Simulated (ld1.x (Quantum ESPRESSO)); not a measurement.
**Before and after: TM potential for rhenium**

* Element: rhenium
* Generator: ld1.x (Quantum ESPRESSO) 7.5
* Type: norm-conserving Troullier–Martins (Kleinman–Bylander form)
* Functional: LDA (PZ)
* Relativity: fully relativistic
* Frozen core: [Xe] 4f14
* Valence charge: 7
* Reference configuration: 5d5 6s2 6p0
* Partial waves: 6s (bound): rc 2.40 bohr; 5d (bound): rc 2.05 bohr; 6p (bound, empty): rc 4.00 bohr
* Local potential: the p channel
* Core correction: none

Open shells are filled in proportion to 2j + 1 (rel_dist='average').

Change: wave 6p (bound): rc 4.00 bohr becomes 6p (bound): rc 4.60 bohr.

Cutoffs: the cutoffs (Ry, on a coarse ladder) from which the occupation-weighted sum of valence levels, in a spherical-Bessel basis at the reference potential, stays within 10 and 1 mRy of its value at 400 Ry; they do not see the model core or the augmentation charge, which bear on the density cutoff. Errors are all-electron minus pseudo energies relative to the spin-unpolarised reference configuration.

Q: Predict the effect on cutoff, ghosts and configuration errors.

A: The potential gets neither clearly harder nor softer (35 Ry and 40 Ry → 35 Ry and 40 Ry); of the 7 tests that both files solve, the error grows in 3 and shrinks in 2 by more than 15 % and 0.3 meV (median size 13.0 → 15.1 meV); neither file shows a bound ghost.

| quantity | base | changed |
| --- | --- | --- |
| cutoff, loose | 35 Ry | 35 Ry |
| cutoff, tight | 40 Ry | 40 Ry |
| bound ghosts | none | none |
| error for 5d5 6s1 6p0, meV [ΔE 9.52 eV] | +3.5 | +6.7 |
| error for 5d5 6s0 6p0, meV [ΔE 26.20 eV] | +6.9 | +3.2 |
| error for 5d4 6s0 6p0, meV [ΔE 53.64 eV] | -95 | -115 |
| error for 5d5 6s0 6p1, meV [ΔE 15.36 eV] | -13 | +15 |
| error for 5d4 6s2 6p1, meV [ΔE 5.07 eV] | -78 | -35 |
| error for 5d5.5 6s1.5 6p0, meV [ΔE 0.39 eV] | -12 | -11 |
| error for 5d6 6s0 6p0, meV [ΔE 9.72 eV] | -52 | -52 |
